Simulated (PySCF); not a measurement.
SMILES C(C)(C)[SiH2][SiH2][Si](Cl)(Cl)Cl, singlet (GFN2-xTB optimised geometry):

```
20

C      1.702    -0.263     1.180
C      1.155    -1.062     0.000
C      1.716    -0.518    -1.311
Si    -0.762    -1.062     0.000
Si    -1.564     1.126     0.000
Si    -2.054     1.947     2.123
Cl    -0.380     2.232     3.248
Cl    -3.071     3.704     2.169
Cl    -3.199     0.604     3.152
H      2.790    -0.311     1.205
H      1.414     0.785     1.104
H      1.326    -0.651     2.124
H      1.504    -2.095     0.106
H      1.412     0.517    -1.460
H      2.804    -0.552    -1.307
H      1.361    -1.103    -2.157
H     -1.204    -1.827    -1.177
H     -1.205    -1.814     1.184
H     -2.790     1.264    -0.801
H     -0.642     2.095    -0.617
```

Calculation: B3LYP/def2-SVP (PySCF).

### Question
What are the frontier orbital energies and the dipole moment?

### Answer
HOMO-2 -8.59 eV, HOMO-1 -8.20 eV, HOMO -7.91 eV, LUMO -0.84 eV, LUMO+1 -0.61 eV; dipole moment 2.26 D.

Meta-Löwdin charges at B3LYP/def2-SVP: C1 -0.28, C2 -0.24, C3 -0.28, Si4 0.41, Si5 0.12, Si6 0.72, Cl7 -0.26, Cl8 -0.24, Cl9 -0.26, H10 0.09, H11 0.09, H12 0.09, H13 0.09, H14 0.09, H15 0.09, H16 0.09, H17 -0.09, H18 -0.09, H19 -0.07, H20 -0.07.
